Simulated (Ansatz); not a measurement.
Cartesian coordinates in Å:
```
O 1.806 1.647 1.472
Si 1.248 1.340 -0.044
N -0.462 1.290 -0.186
Si -1.505 -0.084 -0.345
Si -0.299 -2.087 -0.203
H 1.590 1.018 2.162
H 1.718 0.013 -0.521
H 1.804 2.454 -0.845
H -0.933 2.183 -0.119
H -2.533 -0.084 0.738
H -2.258 -0.056 -1.632
H 0.544 -2.116 1.025
H 0.569 -2.322 -1.386
H -1.288 -3.197 -0.114
```

Charge 0, multiplicity 1.

(1) List the PBE/def2-TZVPP orbital energies in eV (Ansatz). (Best estimate.)

Results:

(1) Computed: Occupied: -1780.13, -1779.88, -1779.50, -510.30, -380.27, -137.76, -137.58, -137.29, -94.51, -94.50, -94.47, -94.33, -94.31, -94.29, -94.02, -94.02, -94.01, -25.06, -21.13, -14.14, -13.94, -12.50, -12.27, -10.36, -9.62, -9.35, -8.86, -8.49, -8.32, -8.04, -7.44, -7.14, -6.46. Lowest empty: -1.12, -0.46, -0.33, -0.07, 0.24, 0.39, 0.83, 1.19.
